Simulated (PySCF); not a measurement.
F2Ni, SMILES [Ni+]([F])[F] (connectivity only; charge and spin as stated), charge +1, multiplicity 4. Atoms are numbered in the order given.

```xyz
3

Ni     0.0000     0.0000     0.0000
F      0.0000     0.0000    -1.6495
F      0.0000     0.0000     1.6495
```
Charge +1, spin multiplicity 4.

The structure is a stationary point at B3LYP-D3(BJ)/def2-TZVP. The multiplicity is an assumed one; other spin states were not compared.

Method: B3LYP-D3(BJ)/def2-TZVP (PySCF).

Frequencies are harmonic and unscaled.

Modes within 1.5 cm⁻¹ of each other (mostly degenerate sets) share a row, with their intensities summed.

Computed vibrational spectrum:
```tsv
mode	ν (cm⁻¹)	IR (km/mol)	moving atoms (share of kinetic energy)
1–2	130	58.4	F 61 %, Ni 39 %
3	703	0.0	F 100 %
4	886	86.0	F 61 %, Ni 39 %
```
